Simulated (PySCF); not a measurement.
**Telling isomers of C6H5FN2 apart by NMR**

No relativistic terms, a single conformation, gas phase, averaged over atoms made equivalent by symmetry, fast rotation or ring inversion. Geometry: GFN2-xTB; GIAO PBE0/pcSseg-1 shieldings; PySCF 2.14.0 with density-fitted response routines.

Referencing at the same level of theory: ¹H (σref 31.72) and ¹³C (σref 186.93) vs TMS. Splittings of carbon signals by F and P are missing where no couplings were computed. Where no couplings were computed, multiplicities follow the n + 1 count of equivalent neighbours, and m marks all less simple cases (inequivalent or close neighbours, rings, F or P nearby). Shifts are as computed. Against solution values, carbons near 30 ppm lie about +3 ppm off and those near 130 ppm about +5 ppm (rms about the fit 2.1 ppm; single classes can miss by 10 ppm). Of 1328 compounds with measured shifts, 309 miss one by over three times the rms of a fit or turn the order of signals round; such compounds aren't used in these exercises. Signals without a measured value on file couldn't be tested in this way; 1H shifts scatter by 0.2 ppm about their fit, and single ones miss by 0.5 ppm.

(1) Tabulate the signals of `C/C(C#N)=C(\C#N)CF`, `C=Cc1nccnc1F` and their relative energies.

(2) What is the quickest way to tell C/C(C#N)=C(\C#N)CF from C=Cc1nccnc1F?

Answers

(1) 
```json
{"SMILES": "C/C(C#N)=C(\\C#N)CF", "carbon types": "4×C 1×CH2 1×CH3", "δC": "137.8, 132.0, 120.6, 120.5, 85.3, 24.7", "δH": "5.57 (m, 2H), 2.51 (s, 3H)", "E rel. (kcal/mol)": "21.8"}
{"SMILES": "C=Cc1nccnc1F", "carbon types": "2×C 3×CH 1×CH2", "δC": "167.0, 147.1, 146.7, 144.3, 134.3, 132.3", "δH": "8.67 (d, 1H), 8.33 (m, 1H), 7.55 (m, 1H), 7.27 (m, 1H), 6.20 (m, 1H)", "E rel. (kcal/mol)": "0.0"}
```

Energies are electronic energies at PBE0/pcSseg-1 on these geometries, without zero-point or thermal terms, each for the one conformer computed, which needn't be the lowest.

(2) Both give the same number of carbon signals, but DEPT or the intensities differ. The first has an allylic methyl carbon (CH3) at 24.7 ppm, the second an aromatic CH next to a ring nitrogen at 147.1 ppm. Their most deshielded carbons lie at 137.8 and 167.0 ppm. In the proton spectra the most deshielded non-exchanging signals are 5.57 (m, 2H) and 8.67 (d, 1H).
